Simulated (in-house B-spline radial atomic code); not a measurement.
Computed with a B-spline radial atomic code. Model: two electrons, singlet ground state, non-relativistic, full CI in B-splines with partial waves to l = 8 (at full coupling up to 3e-4 hartree above the limit, correlation up to 0.6 % small), density held at that of full coupling by Lieb maximisation.

W(λ) is the mean repulsion in the state of coupling λ less the Hartree energy of the fixed density. Its start is exact exchange, its initial slope is twice the second-order Görling-Levy correlation energy, and its area from 0 to 1 is E_xc. A straight curve means weak, dynamic correlation, and a curve that drops fast and flattens means strong correlation.

Command:
```bash
python run_ac.py task.json out
```
Settings (lengths in bohr, energies in hartree):
```
potential              dot
strength               0.148
lmax                   8
second                 -1
```

Run time, properties included: 20 s on 1 thread of Intel(R) Xeon(R) Processor @ 2.30GHz, on a shared host.

**W = mean repulsion less Hartree energy, and W of three functionals.**

Given: confinement charge in harmonic well; well frequency 0.148 hartree; nuclear charge -1; external potential omega^2 r^2/2 - Z/r.

Computed: PBE exchange minus exact 0.26933 millihartree; SCAN exchange minus exact -6.1336 millihartree.

```csv
coupling,W xc (hartree),W xc minus exchange (millihartree),kinetic minus Kohn-Sham (millihartree),LDA (PW92) W minus its exchange (millihartree),PBE W minus its exchange (millihartree),SCAN W minus its exchange (millihartree)
0,-0.20107,0,0,0,0,0
0.02,-0.20367,-2.607,0.03,-8.36,-3.58,-1.84
0.05,-0.20733,-6.269,0.15,-15.93,-7.83,-4.41
0.12,-0.21483,-13.768,0.78,-27.95,-15.62,-9.76
0.25,-0.22563,-24.565,2.74,-42.51,-26.22,-17.94
0.4,?,?,?,?,?,?
0.6,-0.24259,-41.529,9.58,-64.71,-44.04,-33.11
0.8,-0.24813,-47.06,13.42,-72.66,-50.77,-39.06
1,-0.25212,-51.057,16.99,-78.86,-56.13,-43.78
1.4,-0.25752,-56.453,23.38,-88.08,-64.22,-50.78
2,?,?,?,?,?,?
3,-0.26693,-65.859,42.66,-107.4,-81.63,-64.19
4.5,-0.27066,-69.599,56.4,-116.46,-89.94,-69.28
7,-0.27405,-72.983,75.42,-125.21,-98.05,-73.23
10,-0.27638,-75.316,94.97,-131.43,-103.85,-75.43
```

Q: What belongs in the row 0.4?

A: W xc (hartree): -0.2345; W xc minus exchange (millihartree): -33.436; kinetic minus Kohn-Sham (millihartree): 5.59; LDA (PW92) W minus its exchange (millihartree): -53.92; PBE W minus its exchange (millihartree): -35.17; SCAN W minus its exchange (millihartree): -25.4.

Q: What belongs in the row 2?

A: W xc (hartree): -0.26237; W xc minus exchange (millihartree): -61.306; kinetic minus Kohn-Sham (millihartree): 31.5; LDA (PW92) W minus its exchange (millihartree): -97.45; PBE W minus its exchange (millihartree): -72.61; SCAN W minus its exchange (millihartree): -57.61.

Q: What is the LDA exchange minus exact?

A: 23.024 millihartree.

**Energy parts, natural occupations and partial-wave weights.**

Computed: total energy 1.2876 hartree; correlation energy -0.034063 hartree; kinetic part of the DFT correlation energy 0.016995 hartree; initial slope twice GL2 -0.13368 hartree; kinetic part over minus potential part 0.33285; Hartree energy 0.40213 hartree; Kohn-Sham kinetic 0.13787 hartree.

```csv
natural,occupation of the shell (electrons)
s,1.7527
p,?
s,0.0013231
d,0.00056288
p,8.7888e-05
f,8.4583e-05
```

Q: What belongs in the row p?

A: occupation of the shell (electrons): 0.24522.

| wave | weight |
| --- | --- |
| s | 0.87699 |
| p | 0.12266 |
| d | 0.00029053 |
| f | ? |
| g | 1.0611e-05 |

Q: What belongs in the row f?

A: weight: 4.5247e-05.

Q: What is the exchange energy?

A: -0.20107 hartree.

Q: What is the Lieb Oxford ratio E_xc over LDA exchange?

A: 1.3206.

Half-way to full coupling W has made 73 % of its drop, against 50 % for a straight line, and second-order (GL2) theory, half the initial slope, overshoots the correlation energy by about 96 %: correlation is strong. Over couplings 0 to 1 the errors in E_xc come to about +2.3 millihartree for LDA, -2.3 millihartree for PBE, +0.7 millihartree for SCAN, so SCAN is nearest. In LDA and PBE and SCAN the errors of exchange and correlation have opposite signs, so the sum is smaller than the larger of the two.
